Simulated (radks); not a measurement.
The numbers below are computed, except where a source is named.
Task: The bromine ion Br2+, 33 electrons, occupied as [Ar] 3d10 4s2 4p3. Code: a radial shooting solver on a logarithmic mesh with Libxc functionals. Model: Dirac Kohn-Sham, PBE, spin-unpolarised, spherical densities, point nucleus; open shells are shared between the two j in proportion to 2j + 1. Some entries of the table are withheld. Estimate them.

orbital,occ.,eigenvalue (hartree),<r> (bohr),<r^2> (bohr^2)
1s1/2,2,-490.1644,0.04275,0.002461
2s1/2,2,-64.55284,0.1893,0.04230
2p1/2,2,-58.21932,0.1627,0.03251
2p3/2,4,-56.47342,0.1666,0.03396
3s1/2,2,-9.63183,0.5511,0.3495
3p1/2,2,-7.42938,(1),0.3632
3p3/2,4,-7.17803,(2),0.3769
3d3/2,4,-3.35914,0.5865,(3)
3d5/2,6,-3.31915,0.5905,(4)
4s1/2,2,-1.53719,1.590,2.872
4p1/2,1,-1.05323,1.833,(5)
4p3/2,2,-1.02941,1.864,(6)

Result: 
(1) 3p1/2 <r> (bohr): 0.5567
(2) 3p3/2 <r> (bohr): 0.5672
(3) 3d3/2 <r^2> (bohr^2): 0.4262
(4) 3d5/2 <r^2> (bohr^2): 0.4320
(5) 4p1/2 <r^2> (bohr^2): 3.852
(6) 4p3/2 <r^2> (bohr^2): 3.980
